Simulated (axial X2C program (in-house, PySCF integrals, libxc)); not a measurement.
LiBa⁺: from the spin-free to the two-component result

Computed with an in-house all-electron X2C program for linear molecules (integrals from PySCF). Spin-free means the one-electron spin-free X2C Hamiltonian; two-component (2c) means X2C with spin–orbit coupling and atomic mean-field two-electron Coulomb and Gaunt terms, so the difference of the two also holds small scalar two-electron terms. Basis: Ba dyall-cv3z [14s14p9d5f1g], Li dyall-cv3z [7s8p2d] (cores contracted in-house); Gaussian nuclei, density fitting, unrestricted open shells. Masses: Ba 137.905 u, Li 7.016 u.

Spin-free state: M_S = 0, Λ = 0 (closed shell); fragments Ba+ + Li.

```
  level  Re (Å)  ωe (cm⁻¹)  De (eV)  μ (D)
   PBE0   3.539      234.3    1.327   3.39
     HF   3.677      221.1    0.531   2.55
    MP2   3.597      221.5    1.182    n/a
   CCSD   3.603      220.6    1.352    n/a
CCSD(T)   3.607      216.4    1.413    n/a
 r2SCAN   3.549      235.1    1.254   3.53
```

Correlated methods: 10 electrons correlated (number of frozen shells: Ba 4 s, 3 p, 2 d; Li 1 s), 270 virtual spin orbitals or spinors in MP2, 88 natural virtuals in coupled cluster.

Dipoles are positive if Li is the positive end and refer to the centre of mass.

Two-component determinant lowest at the distance of the search:

Ω = 0 (closed shell); fragments Ba+ + Li.

```tsv
level	Re (Å)	ωe (cm⁻¹)	De (eV)	μ (D)
PBE0	3.538	234.4	1.330	3.40
HF	3.676	221.2	0.533	2.56
MP2	3.596	221.6	1.184	n/a
CCSD	3.602	220.6	1.352	n/a
CCSD(T)	3.606	216.5	1.413	n/a
r2SCAN	3.548	235.3	1.257	3.54
```

**Question.** From the two tables, how do the constants change at the CCSD(T) level (2c against spin-free)?

**Answer.** At the CCSD(T) level Re drops by 0.001 Å and ωe doesn't move by more than 0.2 cm⁻¹; De changes by 0.000 eV.

One determinant describes the state; a PBE0 search over occupations chose it and may have missed a lower one. The closed shell is kept restricted, so the energy runs too high when the bond is stretched far. Dissociation energies refer to the lowest single-determinant-based atoms at the same level and basis. Coupled cluster ran in a truncated set of natural virtual spinors; the MP2 energy of the rest was added. (T) has no such correction and the atoms are truncated less, which lowers De at CCSD(T) by a hundredth of an eV or more. The T1 diagnostic is large, a sign of multireference character.
